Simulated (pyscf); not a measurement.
## HP=GaH (SMILES [PH]=[GaH]), singlet

Gas-phase minimum from PySCF at ωB97X-D3(BJ)/def2-SVP, one conformer. HP=GaH lies 17.6 kcal/mol over its isomer H₂P–Ga [singlet], and others may lie lower still (electronic energy, ωB97M-D3(BJ)). 

SMILES: [GaH]=[PH]
```xyz
4

P      0.2076    -0.6997     0.6196
Ga    -1.7115     0.0364     0.1425
H     -0.0782    -1.6304    -0.4440
H     -3.1217     0.5739    -0.2118
```
Charge 0, spin multiplicity 1.

Bonded distances (Å): P1–Ga2 2.110, P1–H3 1.442, Ga2–H4 1.550. Angles (°): Ga2–P1–H3 83.0, P1–Ga2–H4 179.8.

Properties at ωB97X-D3(BJ)/def2-SVP:

```json
{
  "harmonic_wavenumbers_unscaled": "365, 428, 499, 671, 2044, 2349 cm⁻¹",
  "zero_point_energy": "9.1 kcal/mol",
  "rotational_symmetry_number": "1",
  "Entropy of this conformer at 298 K and 1 atm, rigid rotor and harmonic oscillator, modes under 100 cm⁻¹ raised to 100": "268.9 J/(mol K)",
  "dipole_moment": "2.99 D"
}
```

Single-point totals, which compare only within one level (frozen core for MP2 and CC):

```csv
level,total energy (hartree)
ωB97X-D3(BJ)/def2-TZVP,-2267.36192
PBE/def2-TZVP,-2266.93695
r²SCAN/def2-TZVP,-2267.34785
B3LYP-D3(BJ)/def2-TZVP,-2267.46340
PBE0-D3(BJ)/def2-TZVP,-2267.00388
M06-2X/def2-TZVP,-2267.35381
ωB97M-D3(BJ)/def2-TZVP,-2267.45533
HF/def2-TZVPP,-2265.12362
MP2/def2-TZVPP,-2265.49809
CCSD/def2-TZVPP,-2265.51423
CCSD(T)/def2-TZVPP,-2265.53445
```

The CCSD(T) − MP2 part came from Ansatz, without density fitting, on the same reference. The frozen core leaves the outer d or s,p core shells of the metals and heavy elements correlated in the MP2 and CC values, and def2-TZVPP describes them poorly, so these totals are far from the basis limit. Elements up to Kr have no core potential and no relativistic terms here.
